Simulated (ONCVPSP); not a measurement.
# Before and after: ONCV potential for chromium (Cr)

```
Element                 : Cr
Generator               : ONCVPSP 4.0.1
Type                    : optimised norm-conserving Vanderbilt (ONCV)
Functional              : PBEsol
Relativity              : scalar-relativistic
Frozen core             : [Ne] 3s2
Valence charge          : 12
Reference configuration : 3p6 3d4 4s2
Partial waves           : 4s: rc 2.30 bohr, ncon 3, nbas 7, qcut 2.3 1/bohr, 2 projectors, debl 1.9 Ha; 3p: rc 1.10 bohr, ncon 4, nbas 9, qcut 13.1 1/bohr, 2 projectors, debl 2.5 Ha; 3d: rc 1.90 bohr, ncon 3, nbas 8, qcut 7.8 1/bohr, 2 projectors, debl 1.8 Ha
Local potential         : polynomial inside 0.95 bohr (lpopt 5, dvloc0 0 Ha)
Core correction         : Teter function fitted to the true core (icmod 2), fcfact 0.5
```

All-electron outer shells of the reference configuration (PBEsol, scalar-relativistic, ld1.x):

| shell | level (eV) | outermost node (bohr) | outermost maximum (bohr) |
| --- | --- | --- | --- |
| 3s | -77.75 | 0.36 | 0.78 |
| 3p | -49.17 | 0.33 | 0.80 |
| 3d | -6.02 | – | 0.82 |
| 4s | -4.93 | 1.11 | 2.61 |

Change: s: qcut 2.7; p: qcut 15.5; d: qcut 9.2.

Cutoffs: the cutoffs (Ha) at which the residual kinetic energy of the hardest occupied pseudo-wave falls to 1 and 0.1 mHa per electron; they do not see the model core or the augmentation charge, which bear on the density cutoff. Errors are all-electron minus pseudo energies relative to the spin-unpolarised reference configuration.

Task: Predict the effect on cutoff, ghosts and configuration errors.

Result: The potential gets harder (45 Ha and 60 Ha → 55 Ha and 71 Ha); both files keep a bound ghost (s); of the 4 tests that both files solve, the error grows in 1 and shrinks in 2 by more than 15 % and 0.3 meV (median size 31.4 → 23.2 meV).

```tsv
quantity	base	changed
cutoff, loose	45 Ha	55 Ha
cutoff, tight	60 Ha	71 Ha
loose cutoff by channel	s 4.6 Ha, p 45 Ha, d 24 Ha	s 3.4 Ha, p 55 Ha, d 29 Ha
bound ghosts	s	s
GHOST(+) flags under 300 eV	none	none
error for 3p6 3d5 4s1, meV [ΔE 0.09 eV]	+26	-6.7
error for 3p6 3d5 4s0, meV [ΔE 6.97 eV]	+37	-30
error for 3p6 3d4 4s0, meV [ΔE 22.98 eV]	-7.8	-16
error for 3p6 3d3 4s0, meV [ΔE 53.69 eV]	+161	+165
s: phases at 2.34 bohr within 0.05 rad from the reference energy up to (Ha; the scan ends near 5)	2.9	2.9
p: phases at 1.11 bohr within 0.05 rad from the reference energy up to (Ha; the scan ends near 5)	to the end of the scan	to the end of the scan
d: phases at 1.93 bohr within 0.05 rad from the reference energy up to (Ha; the scan ends near 5)	to the end of the scan	to the end of the scan
rms error of d²Exc/dni dnj with the model core, mHa	1.77	1.91
```

 A true bound ghost makes a file unfit for plane-wave use even where its test errors are small: the radial tests pick states by their node count and pass the ghost by.
